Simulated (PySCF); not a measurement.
CdGeH5N, SMILES [NH2][Cd][GeH3].

The structure is a stationary point at B3LYP-D3(BJ)/def2-SVP. The structure was generated by enumeration; whether it is a known compound was not checked. The def2 effective core potentials stand for the cores of Cd; spin–orbit coupling is left out. The values are those of a single conformer.

Two levels are set side by side: TDDFT-PBE/def2-SVPD (PySCF) and TDDFT-CAM-B3LYP/def2-SVPD (PySCF). Vertical, same geometry. The lowest singlet is HOMO→LUMO+1 100 % with PBE and HOMO→LUMO 98 % with the other functional; states are paired by order. Differences are taken from unrounded values.

| quantity | TDDFT-CAM-B3LYP | TDDFT-PBE | TDDFT-PBE minus TDDFT-CAM-B3LYP |
|---|---|---|---|
| lowest singlet excitation (eV) | 4.82 | 3.91 | -0.91 |
| lowest triplet excitation (TDA) (eV) | 4.27 | 3.58 | -0.69 |
| first bright state (f over 0.05) (eV) | 5.01 | 5.69 | 0.67 |
| its oscillator strength | 0.09 | 0.18 | 0.09 |

Functionals without exact exchange tend to place singlet excitations lower, as here. Differences between two approximate levels are no errors against the true value.

Rough cost on one machine, each run with all the roots and properties that it gave: TDDFT-CAM-B3LYP against TDDFT-PBE about 6 times.
